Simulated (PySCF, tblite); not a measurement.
Isomers of C6H8NOP, one GFN2-xTB conformer each. Single-point energies are computed at PBE0/pcSseg-1 (PySCF, gas phase, no added dispersion term), electronic only.

| SMILES | GFN2-xTB relative energy (kJ/mol) |
| --- | --- |
| C[P@@H](=O)c1ccncc1 | 0.0 |
| OCPc1ccncc1 | 182.0 |

Conformers: `[CH3:1][P@@H:2](=[O:3])[c:4]1[cH:5][cH:6][n:7][cH:8][cH:9]1` with C1–P2–C4–C5 64°; `[OH:1][CH2:2][PH:3][c:4]1[cH:5][cH:6][n:7][cH:8][cH:9]1` with H–O1–C2–P3 -63°, O1–C2–P3–C4 56°, C2–P3–C4–C5 -104°.

What does PBE0/pcSseg-1 give for the same structures?

```csv
SMILES,PBE0/pcSseg-1 E (Eh),PBE0/pcSseg-1 (kJ/mol),GFN2-xTB (kJ/mol),point group
C[P@@H](=O)c1ccncc1,-704.18443,0.0,0.0,C1
OCPc1ccncc1,-704.15077,88.4,182.0,C1
```

Both levels put the same isomer lowest. As drawn, the lower has a P=O bond, which the higher lacks; the higher has an O–H bond, which the lower lacks.

Which frontier levels, dipoles and rotational constants go with these structures?

| SMILES | HOMO (eV, PBE0/pcSseg-1) | LUMO (eV) | dipole (D) | A, B, C (MHz) |
| --- | --- | --- | --- | --- |
| C[P@@H](=O)c1ccncc1 | -7.65 | -1.52 | 3.45 | 3208, 914.0, 775.9 |
| OCPc1ccncc1 | -7.05 | -1.24 | 0.99 | 2706, 887.7, 866.3 |

What happens when harmonic zero-point energies from GFN2-xTB frequencies are added?

```
             SMILES  ZPE (kJ/mol)  electronic (kJ/mol)  with ZPE (kJ/mol)
C[P@@H](=O)c1ccncc1         330.8                  0.0                0.0
        OCPc1ccncc1         330.7                 88.4               88.3
```

The zero-point energies span 0.1 kJ/mol. The order is unchanged.
